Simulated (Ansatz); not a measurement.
Ansatz results at the PBE0-D4/def2-TZVP geometry: size of the dipole moment (B3LYP/def2-TZVPP) 0.63 D; LUMO energy (B3LYP/def2-TZVPP) -5.60 eV; size of the dipole moment (ωB97M-V/def2-TZVPP) 0.52 D.

Question: Which molecule gave them?
A. `[O]=[Mo]([F])([Cl])([Cl])[Cl]`
B. `[OH][Mo](=[S])(=[S])[Cl]`
C. `[F][Mo]([F])(=[S])([Cl])[Cl]`
D. `[O]=[Mo](=[O])([Cl])[Cl]`

Answer: A. The others give `[OH][Mo](=[S])(=[S])[Cl]`: 2.13, -3.59, 2.12; `[O]=[Mo](=[O])([Cl])[Cl]`: 1.29, -3.97, 1.16; `[F][Mo]([F])(=[S])([Cl])[Cl]`: 1.77, -5.03, 1.94.

B3LYP here is the variant with VWN-RPA as its local correlation; programs differ in this.
